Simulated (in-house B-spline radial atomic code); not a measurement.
RPA and G0W0 for Ni⁵⁺, [Ar] 3d5, highest spin, as one setting changes: the highest l of the empty states. Start: Hartree-Fock. A dash marks a level of low quasi-particle weight. Computed with a B-spline radial code for spherical atoms: all electrons, scalar-relativistic (spin-free one-electron X2C), finite nucleus, each spin shell either full or empty, empty states to the listed l with an (l + 1/2)⁻⁴ tail; G0W0 by contour deformation at full frequency.

```
highest l of the empty states  RPA summed (Eh)  RPA extrapolated (Eh)  G0W0 level (eV)
                            4          -1.3105                -1.4691    3d up -108.27
                            5           -1.377                -1.4696    3d up -108.40
                            6                ?                      ?                ?
                            7          -1.4255                -1.4596    3d up -108.40
                            8          -1.4349                -1.4571    3d up -108.39
                            9          -1.4405                -1.4558    3d up -108.38
                           10                ?                      ?                ?
                           11          -1.4465                -1.4544    3d up -108.38
```

Problem. What belongs in the row for 6?

Solution. RPA summed (Eh): -1.4088; RPA extrapolated (Eh): -1.4634; G0W0 level (eV): 3d up -108.40.

Problem. What belongs in the row for 10?

Solution. RPA summed (Eh): -1.4441; RPA extrapolated (Eh): -1.455; G0W0 level (eV): 3d up -108.38.
